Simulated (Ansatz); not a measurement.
```yaml
crystal:
  periodic: [true, true, true]
  atoms:
    - {symbol: B, position_ang: [-1.160769, -0.541237, -0.147895]}
    - {symbol: C, position_ang: [-0.498290, 0.923402, -0.433989]}
    - {symbol: C, position_ang: [0.742234, 0.324348, 0.156947]}
    - {symbol: N, position_ang: [0.115032, -0.817791, 0.854921]}
    - {symbol: O, position_ang: [1.664420, -0.206274, -0.782201]}
    - {symbol: F, position_ang: [1.378032, 1.073125, 1.043082]}
    - {symbol: H, position_ang: [-2.185997, -0.552871, 0.611173]}
    - {symbol: H, position_ang: [-1.154865, -1.303587, -1.017243]}
    - {symbol: H, position_ang: [-0.865891, 1.748110, 0.197871]}
    - {symbol: H, position_ang: [-0.400103, 1.274391, -1.407470]}
    - {symbol: H, position_ang: [0.029730, -0.678436, 1.775466]}
    - {symbol: H, position_ang: [0.709431, -1.676624, 0.714078]}
    - {symbol: H, position_ang: [1.719933, 0.398465, -1.579912]}
basis:
  gaussian: {orbitals: aug-pcseg-2}
hamiltonian: {xc: {name: PBE0-DH}}
output: {forces: true}
```

```sh
$ ansatz run in.yaml --threads 4 --pin off --events-out ev --progress --plain --max-ram 10444MiB
```

Shortened log:

```
Error: YAML parse error: error: line 2 column 3: crystal: missing field `lattice` (a structure is typed as `lattice` and `atoms`, a molecule's as `atoms` in Å alone, or read from a run's directory, `checkpoint`)
 --> <input>:2:3
1 | crystal:
2 |   periodic: [true, true, true]
3 |   atoms:
4 |     - {symbol: B, position_ang: [-1.160769, -0.541237, -0.147895]}
```

Q: Something in this input is off. What?

A: The molecule is marked periodic without a cell. The input was rejected before any iteration.
